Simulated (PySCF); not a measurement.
# Correlation energy of Tl (thallium, neutral)

[Xe] 4f14 5d10 6s2 6p1, 2P determinant. All numbers are calculated (PySCF 2.14, the spin-free X2C one-electron Hamiltonian (Gaussian nucleus), in x2c-TZVPPall with one added diffuse shell each of s, p, d, f type (12s8p7d4f, 99 functions)). Frozen: [Xe] 4f14 5d10; 3 electrons correlated.

```json
{"level": "CCSD", "correlation energy (mhartree)": "-34.49"}
{"level": "(T)", "correlation energy (mhartree)": "-0.50"}
{"level": "CCSD(T)", "correlation energy (mhartree)": "-34.99"}
```

Diagnostics: T1 = 0.0096, D1 = 0.0218, largest double amplitude 0.042.

Q: Is a single reference adequate?

A: Yes, within this model without spin-orbit coupling: T1 lies below 0.03 and no double amplitude reaches 0.07.
